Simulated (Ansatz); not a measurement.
Molecule: SiF3, net charge -1, singlet state. It need not be the lowest isomer of its formula. Whether it binds its extra electron was not tested at this geometry. 
Structure (B3LYP-D3(BJ)/def2-TZVP (Ansatz, an electronic-structure program) minimum search):
```
Si
F 1 1.6830
F 1 1.6830 2 96.51
F 1 1.6830 2 96.51 3 97.35
```
Charge -1, spin multiplicity 1.

Total electronic energies in hartree. Cores are frozen in the correlated levels unless marked. Spin-orbit coupling is left out. No relativistic terms. CBS(X,Y): correlation extrapolated as X^-3; Hartree-Fock from the larger set.

| level | program | energy (Eh) |
|---|---|---|
| HF/cc-pV(D+d)Z | Ansatz | -587.44593 |
| PBE/def2-TZVPD | Ansatz | -588.97337 |
| BLYP-D3(BJ)/def2-TZVPD | Ansatz + dftd3 | -589.39373 |
| PBE0/def2-SVP | Ansatz | -588.48108 |
| r2SCANh-D4/def2-TZVPD | Ansatz + dftd4 | -589.23293 |
| r2SCAN0-D4/def2-TZVPD | Ansatz + dftd4 | -589.20526 |
| HSE06-D3(BJ)/def2-TZVPD | Ansatz + dftd3 | -588.97389 |
| CAM-B3LYP/def2-TZVPD | Ansatz | -589.35297 |
| B2PLYP/def2-TZVPD | Ansatz | -589.13412 |
| RI-MP2/aug-cc-pV(Q+d)Z | Ansatz | -588.59701 |
| SCS-MP2/cc-pV(5+d)Z | Ansatz | -588.60954 |
| CCSD/cc-pV(Q+d)Z | Ansatz | -588.57729 |
| CCSD(T)/cc-pV(T+d)Z | Ansatz | -588.48727 |
| CCSD(T)/aug-cc-pV(Q+d)Z | Ansatz | -588.62667 |
| CCSD(T)/CBS(aug-cc-pV(T+d)Z,aug-cc-pV(Q+d)Z) | Ansatz | -588.6751 |

Totals of different functionals don't rank their quality; only differences between species are comparable.
